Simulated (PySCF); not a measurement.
# Polarisability and C₆ of Ru⁺ (ruthenium, charge +1)

[Kr] 4d6 5s1, high-spin 6D determinant (an excited configuration). Calculation: PySCF 2.14, in aug-cc-pVTZ-DK (9s8p6d3f2g, 102 functions); the spin-free X2C one-electron Hamiltonian (Gaussian nucleus). Coupled (time-dependent) response in atomic units; α is the mean over directions.

```
 method  mean α (bohr³)         α xx, yy, zz  C₆ (like pair)  S(−4)
r2SCANh           35.03  34.94, 34.94, 35.23           259.3  729.5
```

S(−4) is the Cauchy moment in α(ω) = α(0) + S(−4) ω² + …

Spin-orbit coupling is absent.

α(iu) at r2SCANh:

```csv
u (hartree),α(iu) (bohr³)
0,35.03
0.0500,33.33
0.100,29.29
0.200,20.86
0.300,15.28
0.500,9.643
0.750,6.504
1.00,4.824
1.50,3.031
2.00,2.093
3.00,1.164
5.00,0.5034
```

A single London oscillator, α(iu) = α/(1 + u²/ω²), gives C₆ = (3/4) ω α². Matching the computed C₆ needs ω = 4 × 259.3 / (3 × 35.03²) = 0.282 hartree.

For an ion, C₆ is the dispersion term alone; charge-induced terms of lower order in 1/R come first.

The components differ because the open shell of this determinant is not spherical; for a pure term their mean is the scalar polarisability.
